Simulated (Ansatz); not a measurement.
One change: `[OH][Sn]([F])([Cl])[Br]` becomes `OC(F)(Cl)Br`.

Ansatz, PBE0-D4/def2-TZVP geometries, multiplicity 1. Each molecule was computed in one conformer, which needn't be the lowest.

Elements past krypton have def2 core potentials. Scalar relativity is left out up to krypton.

```
                                                                                  property  `[OH][Sn]([F])([Cl])[Br]`
                                                      HOMO–LUMO gap (PBE0/def2-TZVPP) / eV                       6.46
ideal-gas entropy at 298 K and 1 bar (rigid rotor, harmonic PBE0-D4/def2-TZVP) / J/(mol·K)                        401
                                                         LUMO energy (PBE/def2-TZVPP) / eV                      -3.79
                                                        LUMO energy (PBE0/def2-TZVPP) / eV                      -2.89
                                          size of the dipole moment (B3LYP/def2-TZVPP) / D                       1.97
                                            size of the dipole moment (PBE/def2-TZVPP) / D                       1.89
```

(1) What does the change do to each property? (An estimate is asked.)

Results:

(1) Computed: 
```
                                                                                  property  `OC(F)(Cl)Br`  shift
                                                      HOMO–LUMO gap (PBE0/def2-TZVPP) / eV           7.56   1.10
ideal-gas entropy at 298 K and 1 bar (rigid rotor, harmonic PBE0-D4/def2-TZVP) / J/(mol·K)            326    -75
                                                         LUMO energy (PBE/def2-TZVPP) / eV          -2.03   1.76
                                                        LUMO energy (PBE0/def2-TZVPP) / eV          -1.01   1.88
                                          size of the dipole moment (B3LYP/def2-TZVPP) / D           1.59  -0.38
                                            size of the dipole moment (PBE/def2-TZVPP) / D           1.62  -0.27
```

With PBE0 the HOMO rises by 0.78 eV and the LUMO rises by 1.88 eV, so the gap widens by about 1.10 eV. PBE moves the HOMO by 0.75 eV and ωB97M-V by 0.77 eV. Dipoles are sizes alone; their direction can turn. Modes under 60 cm⁻¹, often nearly free rotors, make the harmonic entropy too high.

B3LYP here is the variant with VWN-RPA as its local correlation; programs differ in this.

Spin–orbit coupling is left out; it splits and shifts lone-pair levels of the heavy atoms by tenths of an eV.
